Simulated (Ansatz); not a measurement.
Geometry optimisation, RKS PBE/def2-SVP (Ansatz).

Input:

```yaml
crystal:
  periodic: [false, false, false]
  atoms:
    - { symbol: "N", position_ang: [-0.8684, 0.1368, 1.2389] }
    - { symbol: Si, position_ang: [0.2916, -0.5431, 0.2744] }
    - { symbol: O, position_ang: [0.6275, 0.753, -0.8437] }
    - { symbol: C, position_ang: [0.4617, -0.3648, -1.4424] }
    - { symbol: O, position_ang: [0.2712, -0.8548, -2.552] }
    - { symbol: H, position_ang: [-1.7065, 0.4268, 0.6251] }
    - { symbol: H, position_ang: [-0.533, 1.0848, 1.5444] }
    - { symbol: H, position_ang: [1.548, -0.6959, 1.0995] }
basis:
  gaussian: { orbitals: def2-SVP }
hamiltonian:
  xc: pbe
relax:
  f_tol: 0.015
  max_steps: 40
```

Command:

```bash
$ ansatz run input.yaml --threads 1 --pin off --max-ram 2048MiB --backend cpu --events-out ev --progress --plain --runs-dir out
```

Q: Where does it end, and by what steps?

A: The run converged. After 13 steps the energy has fallen by 1.277 eV; H7 moved furthest, 0.76 Å.

```tsv
step	energy less start (eV)	largest force component (eV/Å)	accepted
0	0.0000	5.591	yes
1	-0.8466	2.007	yes
2	-1.1356	0.466	yes
3	-1.1959	0.748	yes
4	-1.2014	1.639	yes
5	-1.2372	0.577	yes
6	-1.2557	0.369	yes
7	-1.2679	0.266	yes
8	-1.2751	0.048	yes
9	-1.2762	0.072	yes
10	-1.2741	0.406	no
11	-1.2766	0.028	yes
12	-1.2766	0.023	yes
13	-1.2766	0.004	yes
```

```xyz
8
Properties=species:S:1:pos:R:3
N -0.898 0.346 1.150
Si 0.422 -0.236 0.236
O 0.984 0.672 -1.199
C 0.420 -0.517 -1.598
O 0.245 -0.984 -2.687
H -1.809 0.565 0.745
H -0.805 0.663 2.117
H 1.532 -0.566 1.181
```

Whether the end is a true minimum wasn't checked by a vibrational analysis.

Time of the run: 42 s on 1 thread of Arm Neoverse V1, on a shared host, peak memory 0.14 GiB.
